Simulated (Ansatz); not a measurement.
Pb₃O₇H₈, a hydroxylated oxide cluster: single points at one geometry.

```yaml
crystal:
  periodic: [false, false, false]
  atoms:
    - {symbol: Pb, position_ang: [-0.288755, 2.604203, -0.478714]}
    - {symbol: Pb, position_ang: [1.875460, 0.438033, -2.229942]}
    - {symbol: Pb, position_ang: [-1.294374, -0.970300, 1.423669]}
    - {symbol: O, position_ang: [-1.211325, -1.131352, -1.350045]}
    - {symbol: O, position_ang: [1.232134, -1.550415, -1.496306]}
    - {symbol: O, position_ang: [-1.049223, 0.448735, 3.168222]}
    - {symbol: O, position_ang: [-0.325185, 1.215518, -2.300758]}
    - {symbol: O, position_ang: [-1.531516, 1.263807, 0.790372]}
    - {symbol: O, position_ang: [1.658879, 1.410148, -0.155269]}
    - {symbol: O, position_ang: [0.975811, -0.844202, 1.048578]}
    - {symbol: H, position_ang: [-0.186424, -1.441105, -1.482688]}
    - {symbol: H, position_ang: [-1.770783, -1.794378, -1.794638]}
    - {symbol: H, position_ang: [1.308852, -1.478002, -0.494323]}
    - {symbol: H, position_ang: [-0.093459, 0.560053, 3.344787]}
    - {symbol: H, position_ang: [-0.869968, 0.405835, -2.052811]}
    - {symbol: H, position_ang: [-1.363785, 1.400492, 1.790119]}
    - {symbol: H, position_ang: [1.445460, 0.617817, 0.449505]}
    - {symbol: H, position_ang: [1.488232, -1.154877, 1.820254]}
basis:
  gaussian: {orbitals: def2-TZVP, initial_orbitals: start.molden}
hamiltonian: {xc: r2scan, dispersion: d4}
scf: {omitted_lower_state_checks: [starts]}
output: {orbitals: {seedname: orbitals}}
```

The file start.molden holds the orbitals of an earlier run on this structure, at another level or in another basis.

```sh
$ ansatz run in.yaml --threads 4 --pin off --events-out ev --progress --plain --max-ram 6963MiB
```

Shortened log:

```
Functional definition: r2SCAN
2555 factors; their error is unknown
mean field evaluation 1: about -30218.9752 eV, gradient 8.2e0 eV
mean field evaluation 2: about -30219.0679 eV, gradient 1.1e-1 eV
mean field evaluation 4: about -30219.0369 eV, gradient 5.4e-4 eV
mean field -30219.03688665 eV, -1110.5291223854 hartree, gradient 1.8e-5 eV, S^2 0.000000; 0 other end points of the search recorded, 0 dependent functions left out
reference -30219.03690838 eV, -1110.5291231840 hartree; 65, 65 occupied and 350, 350 virtual orbitals, 2555 factors
Total energy: -30219.23011753 eV, -1110.5362234892 hartree
Checks for a lower state left out: starts
```

It took 33 s on 4 threads of Arm Neoverse N1 on a shared host, peak host memory 1.1 GiB.

The first input with `gaussian: {orbitals: def2-SVP, initial_orbitals: start.molden}`, `hamiltonian: {xc: pbe, dispersion: d4}` (abridged; 7.5 s):

```
Functional definition: PBE
mean field -30187.66278526 eV, -1109.3761454256 hartree, gradient 8.4e-5 eV, S^2 0.000000
Total energy: -30188.43101084 eV, -1109.4043771950 hartree
Checks for a lower state left out: starts
```

First input, but with `hamiltonian: {xc: pbe, dispersion: d4}` (abridged; 15 s):

```
Functional definition: PBE
mean field -30206.26315077 eV, -1110.0596962504 hartree, gradient 2.0e-5 eV, S^2 0.000000
Total energy: -30207.03138987 eV, -1110.0879285164 hartree
Checks for a lower state left out: starts
```

As the first input, with `hamiltonian: {xc: {name: BLYP}, dispersion: d4}` (abridged; 16 s):

```
Functional definition: BLYP
mean field -30214.49411798 eV, -1110.3621787161 hartree, gradient 1.8e-5 eV, S^2 0.000000
Total energy: -30216.07793373 eV, -1110.4203828713 hartree
Checks for a lower state left out: starts
```

The first input with `hamiltonian: {xc: {name: r2SCAN0}, dispersion: d4}` (abridged; 53 s):

```
Functional definition: r2SCAN0
mean field -30211.03027299 eV, -1110.2348847605 hartree, gradient 1.3e-5 eV, S^2 0.000000
Total energy: -30211.26753305 eV, -1110.2436039071 hartree
Checks for a lower state left out: starts
```

First input, but with `hamiltonian: {xc: pbe0, dispersion: d4}`, `output: {forces: true, orbitals: {seedname: orbitals}}` (abridged; 65 s):

```
Functional definition: PBE0
mean field -30202.47610480 eV, -1109.9205248779 hartree, gradient 1.7e-5 eV, S^2 0.000000
Total energy: -30203.15025449 eV, -1109.9452994219 hartree
Atom 0 force     0.020033    -0.752105     0.073377 eV/Å
Atom 1 force    -0.501871    -0.230939     0.507430 eV/Å
Atom 2 force     0.384538     0.687089     0.256271 eV/Å
Atom 3 force     0.042177    -0.822975    -0.439575 eV/Å
Atom 4 force     0.104037     0.634621     0.534472 eV/Å
Atom 5 force     0.830946    -0.249957    -0.185945 eV/Å
Atom 6 force    -0.043788    -0.504020     0.588906 eV/Å
Atom 7 force     0.501113     0.064626     0.487574 eV/Å
Atom 8 force    -0.501806    -0.538287    -0.041445 eV/Å
Atom 9 force    -0.002234    -0.297573     0.833114 eV/Å
Atom 10 force    -0.402628     0.179692     0.059813 eV/Å
Atom 11 force     0.384594     0.526388     0.347855 eV/Å
Atom 12 force    -0.014300    -0.076962    -0.761635 eV/Å
Atom 13 force    -0.811278    -0.093152    -0.064494 eV/Å
Atom 14 force     0.443269     0.708874    -0.220837 eV/Å
Atom 15 force    -0.171845    -0.079549    -0.872754 eV/Å
Atom 16 force     0.162346     0.589982    -0.456653 eV/Å
Atom 17 force    -0.423303     0.254247    -0.645475 eV/Å
Dipole moment:     0.244556     0.045792    -0.475743 e Å
Checks for a lower state left out: starts
```

The first input with `gaussian: {orbitals: def2-SVP, initial_orbitals: start.molden}`, `hamiltonian: {xc: pbe0, dispersion: d4}` (abridged; 13 s):

```
Functional definition: PBE0
mean field -30184.18557020 eV, -1109.2483601292 hartree, gradient 6.2e-5 eV, S^2 0.000000
Total energy: -30184.85970930 eV, -1109.2731342840 hartree
Checks for a lower state left out: starts
```

Geometry: PBE-D4/def2-SVP.

In the def2 sets Pb takes a core potential; there is no spin–orbit coupling.
